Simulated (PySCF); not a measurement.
Compound: C7H4O2.
SMILES with atom numbers: `[O:1]=[CH:2][C:3]#[C:4][c:5]1[cH:6][cH:7][cH:8][o:9]1` (hydrogens: H10 on C2; H11 on C6; H12 on C7; H13 on C8)

Computed with PySCF at CAM-B3LYP/def2-SVPD, non-relativistic, on one gas-phase PBE0-D3(BJ)/def2-SVP geometry that isn't relaxed in the solvent. The solvent is an IEF-PCM continuum (van der Waals radii × 1.2), and excitations are vertical TDDFT with non-equilibrium linear response and a frozen core. Specific hydrogen bonds and non-electrostatic terms are outside this model.

Gas-phase singlets (H = HOMO, L = LUMO):

```json
{"state": "S1", "E (eV)": "3.859", "λ (nm)": "321", "f": "0.000", "leading configurations": "H-1→L 84%, H-1→L+2 8%"}
{"state": "S2", "E (eV)": "4.379", "λ (nm)": "283", "f": "0.613", "leading configurations": "H→L 92%"}
{"state": "S3", "E (eV)": "4.801", "λ (nm)": "258", "f": "0.001", "leading configurations": "H-3→L 93%"}
{"state": "S4", "E (eV)": "5.564", "λ (nm)": "223", "f": "0.000", "leading configurations": "H→L+1 46%, H→L+3 19%"}
{"state": "S5", "E (eV)": "6.124", "λ (nm)": "202", "f": "0.017", "leading configurations": "H-2→L 77%"}
```

**Question.** Give the list for chloroform (ε = 4.711), n² = 2.09.

**Answer.** 
```tsv
state	E (eV)	λ (nm)	f	leading configurations	change by rank (eV)
S1	4.010	309	0.000	H-1→L 86%, H-1→L+2 11%	+0.151
S2	4.136	300	0.767	H→L 94%	-0.243
S3	4.803	258	0.001	H-3→L 97%	+0.002
S4	5.494	226	0.000	H→L+1 71%, H→L+3 13%	-0.070
S5	5.984	207	0.033	H-2→L 85%	-0.140
```

**Question.** What are the lowest 5 singlets in dimethylsulfoxide (ε = 46.83)?

**Answer.** 
| state | E (eV) | λ (nm) | f | leading configurations | change by rank (eV) |
| --- | --- | --- | --- | --- | --- |
| S1 | 4.069 | 305 | 0.001 | H-1→L 86%, H-1→L+2 11% | +0.210 |
| S2 | 4.099 | 302 | 0.779 | H→L 94% | -0.280 |
| S3 | 4.807 | 258 | 0.001 | H-3→L 97% | +0.006 |
| S4 | 5.466 | 227 | 0.000 | H→L+1 73%, H→L+3 12% | -0.098 |
| S5 | 5.938 | 209 | 0.035 | H-2→L 86% | -0.186 |

**Question.** The ground-state energy changes by -0.304 eV from gas to dimethylsulfoxide. By how much does the total energy of gas-phase S1 change?

**Answer.** E(S1) = E(S0) + excitation energy, so it changes by -0.304 + 0.210 = -0.094 eV: it is lowered less than the ground state, which is what a blue shift means. This is the vertical state, with the slow part of the continuum still set for S0.

**Question.** How do the frontier levels move from gas to dimethylsulfoxide?

**Answer.** 
```tsv
orbital	gas (eV)	solvent (eV)	change (eV)	Löwdin shares, gas	Löwdin shares, solvent
LUMO+2	1.01	1.13	+0.12	C2 14 %, C8 12 %, O9 11 %, C7 10 %	C2 15 %, C8 14 %, C5 13 %, O9 12 %
LUMO+1	0.97	0.97	0.00	C3 16 %, C4 14 %, C2 14 %, O9 10 %	C3 24 %, C4 21 %, C2 16 %, O9 8 %
LUMO	-1.37	-1.39	-0.02	O1 18 %, C2 18 %, C4 15 %, C3 12 %	C2 21 %, O1 19 %, C4 16 %, C3 12 %
HOMO	-8.18	-8.04	+0.14	C8 19 %, C5 18 %, C3 16 %, C6 11 %	C8 20 %, C5 19 %, C3 15 %, C7 11 %
HOMO-1	-9.48	-9.74	-0.26	O1 68 %, C2 16 %, H10 8 %, C3 6 %	O1 67 %, C2 17 %, H10 9 %, C3 6 %
HOMO-2	-10.16	-9.93	+0.23	C7 30 %, C6 22 %, O9 19 %, C8 10 %	C7 30 %, C6 25 %, O9 20 %, C8 9 %
HOMO-3	-10.16	-10.19	-0.03	C4 40 %, C3 37 %, C5 5 %, C2 5 %	C4 41 %, C3 38 %, C5 5 %, C2 5 %
```

The HOMO–LUMO gap goes from 6.81 to 6.65 eV. Rows go by rank; for HOMO-3 and HOMO-2 the atom shares or the degeneracy differ between the runs, so the row needn't follow one orbital. Shares within a degenerate set are those of one arbitrary member.
